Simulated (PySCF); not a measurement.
F⁺: ionisation energy

F⁺ [He] 2s2 2p4 (3P) → F²⁺ [He] 2s2 2p3 (4S), as a difference of total energies. Calculation: PySCF 2.14, in def2-TZVP; the non-relativistic Hamiltonian (point nucleus). Correlated levels: valence: 1s2 frozen. The calculations carry no spin-orbit coupling.

```
           method  ionisation energy (eV)  error (eV)
              UHF                  33.409      -1.541
             TPSS                  35.474      +0.524
              LDA                  35.257      +0.307
    MP2 (valence)                  34.598      -0.352
SCS-MP2 (valence)                  34.692      -0.258
   CCSD (valence)                  34.638      -0.312
CCSD(T) (valence)                  34.659      -0.291
```

Reference: 34.950 eV (measured; NIST levels, between the centres of gravity of the two terms).

Errors of the correlated levels include the incompleteness of this basis and the frozen core.
